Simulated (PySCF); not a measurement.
Isomers of C7H12FNO, one GFN2-xTB conformer each. Single-point energies are computed at PBE0/pcSseg-1 (PySCF, gas phase, no added dispersion term), electronic only.

Task: Rank them by PBE0/pcSseg-1 energy, lowest first (kJ/mol).
A. `[CH3:1][CH:2]([CH3:3])[O:4][C@@H:5]([CH3:6])[C@H:7]([F:8])[C:9]#[N:10]` with C1–C2–O4–C5 -157°, C2–O4–C5–C6 98°, O4–C5–C7–F8 -179°
B. `[CH3:1]/[C:2]([F:3])=[C:4](\[CH3:5])[C:6](=[O:7])[N:8]([CH3:9])[CH3:10]` with C2–C4–C6–O7 -115°, C4–C6–N8–C9 -175°
C. `[CH3:1][CH2:2][O:3][C:4]1=[C:5]([F:6])[N:7]([CH3:8])[CH2:9][CH2:10]1` with C1–C2–O3–C4 178°, C2–O3–C4–C5 1°, C4–C5–N7–C8 -145°, C5–N7–C9–C10 18°, N7–C9–C10–C4 -17°, O3–C4–C10–C9 -174°

Result: B (0.0), A (72.9), C (113.3).

As drawn, the lowest has a C=O bond and a C(=O)–N unit, which the highest lacks. GFN2-xTB itself gives, in the same order: 0.0, 109.7, 23.5. Both levels put the same isomer lowest; measured from each level's own lowest isomer, the values differ by up to 89.8 kJ/mol (CCOC1=C(F)N(C)CC1: 23.5 against 113.3).

Task: Which frontier levels, dipoles and rotational constants go with these structures?

Result: 
```json
{"SMILES": "C/C(F)=C(\\C)C(=O)N(C)C", "HOMO (eV, PBE0/pcSseg-1)": "-6.79", "LUMO (eV)": "0.04", "dipole (D)": "3.84", "A, B, C (MHz)": "1950, 1005, 819.7"}
{"SMILES": "CC(C)O[C@@H](C)[C@H](F)C#N", "HOMO (eV, PBE0/pcSseg-1)": "-7.87", "LUMO (eV)": "-0.04", "dipole (D)": "3.82", "A, B, C (MHz)": "1801, 931.5, 685.0"}
{"SMILES": "CCOC1=C(F)N(C)CC1", "HOMO (eV, PBE0/pcSseg-1)": "-5.06", "LUMO (eV)": "1.45", "dipole (D)": "0.91", "A, B, C (MHz)": "2679, 825.0, 649.3"}
```

Task: As an exercise, what shares would exp(−E/RT) give at 2000 K from these electronic energies alone (no entropy, no degeneracies)?

Result: RT = 16.629 kJ/mol: C/C(F)=C(\C)C(=O)N(C)C 98.7 %, CC(C)O[C@@H](C)[C@H](F)C#N 1.2 %, CCOC1=C(F)N(C)CC1 0.1 %.
